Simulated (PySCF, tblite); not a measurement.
Isomers of C8H7O (doublet state). All values are computed: GFN2-xTB (tblite) harmonic vibrations without scaling, gas phase. This tight-binding method is rough: wavenumbers can miss measured ones by several per cent, in bad cases by 10 to 20. One conformer each. Open shells enter through the occupations alone, without spin polarisation, and single modes of such species can be off by tens of per cent.

Electronic energies: B3LYP/pcH-1 single points on the GFN2-xTB geometries (PySCF, gas phase).

```csv
SMILES,"electronic energy, lowest = 0 (kcal/mol)"
[CH2]c1ccccc1C=O,0.0
[CH2]C(=O)C1=CC=CC1=C,33.8
C#CC#CC[C@@H](O)[C]=C,114.3
```

How do GFN2-xTB zero-point energies change the relative energies?

```tsv
SMILES	ZPE (kcal/mol)	of it from modes above 1550 cm⁻¹	electronic (kcal/mol)	with ZPE, lowest = 0 (kcal/mol)	lowest mode (cm⁻¹)	rings
[CH2]c1ccccc1C=O	75.4	35.3	0.0	0.0	74	1
[CH2]C(=O)C1=CC=CC1=C	73.9	36.0	33.8	32.2	38	1
C#CC#CC[C@@H](O)[C]=C	71.5	40.0	114.3	110.3	48	0
```

The zero-point energies span 3.9 kcal/mol, from `C#CC#CC[C@@H](O)[C]=C` to `[CH2]c1ccccc1C=O`. The order is unchanged.

And how do the electronic energies of GFN2-xTB itself compare?

`[CH2]c1ccccc1C=O` 0.0; `[CH2]C(=O)C1=CC=CC1=C` 35.0; `C#CC#CC[C@@H](O)[C]=C` 107.5 kcal/mol, lowest = 0. Against the energies above, taken from the same isomer `[CH2]c1ccccc1C=O`, the largest difference is 6.8 kcal/mol.
